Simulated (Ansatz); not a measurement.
Consider the isomerisation: `CC1CCCCC1` → `C[C@@H]1CCC[C@H]1C`.

Calculated with Ansatz (gas phase, PBE0-D4/def2-TZVP geometries, no zero-point term in ΔE). CCSD(T)/CBS adds triple-zeta CCSD(T) − MP2 to the extrapolated MP2 energy (def2 sets, frozen cores).

```csv
level,ΔE (kJ/mol)
SCS-MP2/def2-QZVPP,19.0
CCSD/CBS(def2),20.2
```

(1) What does CCSD(T)/CBS give? (Estimate.)

Largest T1 diagnostic among the species: 0.009.

## Answers

(1) Ansatz gave: +19.4 kJ/mol. The listed levels differ from it by -0.4, 0.8 kJ/mol.

CCSD(T)/CBS has its own doubt, a few kJ/mol and more with outer-core shells, so smaller differences from it don't rank the levels.
